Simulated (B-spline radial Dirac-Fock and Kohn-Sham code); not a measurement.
## S 1s: cross section and angular parameters

System: neutral sulfur, [Ne] 3s2 3p4; threshold 2472.0 eV (tabulated edge). The computed values come from a B-spline atomic structure program: Dirac-Hartree-Slater photoionisation with a Latter tail; cross sections with all multipoles, angular parameters from the dipole term and its interference with E2.

For linearly polarised light dσ/dΩ = σ/(4π) [1 + β P₂(cos θ) + (δ + γ cos²θ) sin θ cos φ], with θ from the polarisation vector and φ the angle between the beam and the projection of the electron momentum on the plane normal to the polarisation.

| hν (eV) | σ (kb) | β | γ |
| --- | --- | --- | --- |
| 3190 | 56.1 | 2.000 | 0.357 |
| 4230 | 26.8 | 2.000 | 0.758 |
| 5840 | 11.2 | 2.000 | 1.172 |
| 6000 | 10.4 | 2.000 | 1.207 |
| 8110 | 4.44 | 2.000 | 1.602 |
| 9020 | ? | ? | ? |
| 12000 | 1.42 | 2.000 | 2.165 |

Problem. Give the values at 9020 eV.

Solution. σ = 3.27 kb, β = 2.000, γ = 1.749. For an s subshell δ is negligible.
